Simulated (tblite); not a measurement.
Species: C7H8ClN (charge +1 and doublet state).
Bonds: C1–C2, C2–C3, C3–N4 (triple), C2–C5, C5–Cl6, C5–C7, C7–C8, C8–C9, C5–C9. Hydrogens: H10, H11 on C1; H12, H13 on C7; H14, H15 on C8; H16, H17 on C9.

Structure optimised with GFN2-xTB, isolated species. This method treats the open shell by occupation alone, without spin polarisation.

(1) What internal coordinates does the optimisation give?

## Answers

(1) 
```json
{"bond": "C1–C2", "length (Å)": "1.339", "order": "single"}
{"bond": "C2–C3", "length (Å)": "1.422", "order": "single"}
{"bond": "C3≡N4", "length (Å)": "1.143", "order": "triple"}
{"bond": "C2–C5", "length (Å)": "1.499", "order": "single"}
{"bond": "C5–Cl6", "length (Å)": "1.763", "order": "single"}
{"bond": "C5–C7", "length (Å)": "1.599", "order": "single"}
{"bond": "C7–C8", "length (Å)": "1.517", "order": "single"}
{"bond": "C8–C9", "length (Å)": "1.539", "order": "single"}
{"bond": "C5–C9", "length (Å)": "1.533", "order": "single"}
{"bond": "C1–H10", "length (Å)": "1.079", "order": "single"}
{"bond": "C1–H11", "length (Å)": "1.079", "order": "single"}
{"bond": "C7–H12, C9–H16", "length (Å)": "1.087", "order": "single"}
{"bond": "C7–H13, C9–H17", "length (Å)": "1.089", "order": "single"}
{"bond": "C8–H14", "length (Å)": "1.088", "order": "single"}
{"bond": "C8–H15", "length (Å)": "1.087", "order": "single"}
```

Bonds in one row agree within 0.01 Å and their mean is given. Orders are formal, as drawn. A selection of angles:
```json
{"angle": "C1–C2–C3", "degrees": "119.3"}
{"angle": "C1–C2–C5", "degrees": "125.3"}
{"angle": "C3–C2–C5", "degrees": "115.3"}
{"angle": "C2–C3–N4", "degrees": "177.5"}
{"angle": "C2–C5–Cl6", "degrees": "111.7"}
{"angle": "C2–C5–C7", "degrees": "107.5"}
{"angle": "C2–C5–C9", "degrees": "118.0"}
{"angle": "Cl6–C5–C7", "degrees": "115.8"}
{"angle": "C7–C5–C9", "degrees": "86.1"}
{"angle": "C5–C7–C8", "degrees": "90.3"}
{"angle": "C7–C8–C9", "degrees": "88.8"}
{"angle": "C5–C9–C8", "degrees": "92.1"}
```

Torsions: C1–C2–C5–Cl6 32° (synclinal); C2–C5–C7–C8 -106° (anticlinal); C5–C7–C8–C9 -12° (synperiplanar); C7–C8–C9–C5 13° (synperiplanar); C2–C5–C9–C8 95° (anticlinal). The mirror-image conformer, all signs reversed, is as good.

C1 (carbon bonded to C and 2 H) is planar (angles 121.6°, 121.4° and 116.9°, sum 360.0°, 0.00 Å off the plane of its three neighbours). C2 (carbon bonded to 3 C) is planar (angles 125.3°, 119.3° and 115.3°, sum 359.9°, 0.02 Å off the plane of its three neighbours). The 7 C–C bonds span 1.339 Å (C1–C2, drawn single) to 1.599 Å (C5–C7, drawn single), a spread of 0.260 Å. Of the pairs four or more bonds apart, C3···H17 is among the closest relative to their van der Waals radii: 2.50 Å, 86 % of the sum of Bondi's values. The 4-membered ring C5–C7–C8–C9 has internal angles of 86.1° to 92.1° (sum 357°, against 360° for a flat polygon); it is puckered, 0.08 Å rms from its mean plane, widest ring torsion 13°.

Point group: C1 (no symmetry element, even within 0.4 Å). Its GFN2-xTB frequencies are all real (lowest 37 cm⁻¹). Torsions: H–C1–C2–C3 7° and -172°, C1–C2–C5–Cl6 32°, C2–C5–C7–C8 -106°, C5–C7–C8–C9 -12°, C7–C8–C9–C5 13°, C2–C5–C9–C8 95°. 3 starts were optimised and ended at 0.00, 1.10 and 1.16 kcal/mol (GFN2-xTB); the lowest of these is shown.

Hardware: Intel Xeon 6975P-C, one thread, on a shared host. Cost: 0.63 s wall. That covers the optimisation of the geometry.

The numbers are calculated, not measured.
